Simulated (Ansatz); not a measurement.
```xyz
13

C     0.480    2.026    0.478
Si   -0.135    0.713    1.677
Al   -0.634   -1.430    0.582
Sn   -0.042   -1.767   -1.995
H    -0.278    2.250   -0.276
H     0.720    2.954    1.003
H     1.377    1.685   -0.042
H    -1.346    1.215    2.396
H     0.902    0.476    2.729
H    -1.312   -2.634    1.372
H     1.225   -0.737   -2.518
H    -1.384   -1.390   -2.994
H     0.428   -3.360   -2.413
```

The species carries charge 0 and has multiplicity 1. Sn takes the def2 core potential.

Task: List the PBE0/def2-TZVPP orbital energies in eV (Ansatz 0.2.0). (An estimate is asked.)

Result: Ansatz gave: Occupied: -1802.25, -1528.27, -277.94, -144.60, -139.54, -114.12, -99.26, -99.25, -99.24, -94.15, -94.15, -94.14, -74.24, -74.04, -74.01, -27.94, -27.93, -27.84, -27.80, -27.79, -19.73, -14.44, -14.11, -11.66, -11.64, -10.87, -9.42, -9.30, -8.90, -8.88, -7.88, -6.95. Lowest empty: -2.41, -0.45, 0.11, 0.41, 0.91, 1.15, 1.42, 1.52.
